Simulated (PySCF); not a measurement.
HClO, charge +1, doublet (typed; the unrestricted solution is spin-contaminated), geometry from GFN2-xTB (a state made from the parent by changing its charge; the spin is typed, not shown lowest), with bond 3-1 at 1.3 times its length. Base run: B3LYP/cc-pVDZ in PySCF.

Geometry (Å):
```xyz
3

O     -0.0438     1.0215     0.0147
H     -0.9667     1.4020     0.0050
Cl     0.1139    -1.0386    -0.0138
```
Charge +1, spin multiplicity 2.
Orbitals are unrestricted.
All else is at PySCF's defaults.
Base energy -535.51216 Eh.

Each row names what was changed in the base input (with any setting that the change needs).

```tsv
change	ΔE vs base (µEh)	SCF cycles	<S^2>	outcome
base	0.0	22	0.870	converged
level_shift = 0.5 (with mf.max_cycle = 100)	0.0	76	0.869	converged
init_guess = atom	0.0	22	0.870	converged
diis_space = 20	0.0	21	0.870	converged
diis = off; damp = 0.3 (with mf.diis_start_cycle = 200; with mf.max_cycle = 150)	-	150	-	not converged
solver = newton	0.0	-	0.870	converged
init_guess = sap	0.0	23	0.870	converged
diis_space = 4	0.0	32	0.870	converged
DIIS = EDIIS	-	50	-	not converged
init_guess = mod_huckel	0.0	21	0.870	converged
diis_space = 12	0.0	21	0.870	converged
level_shift = 0.1 (with mf.max_cycle = 100)	0.0	31	0.870	converged
conv_tol = 1e-11	0.0	24	0.870	converged
```

Open shells are given as the SCF converged; they aren't shown to be the lowest states, and a large step between rows can be another state.
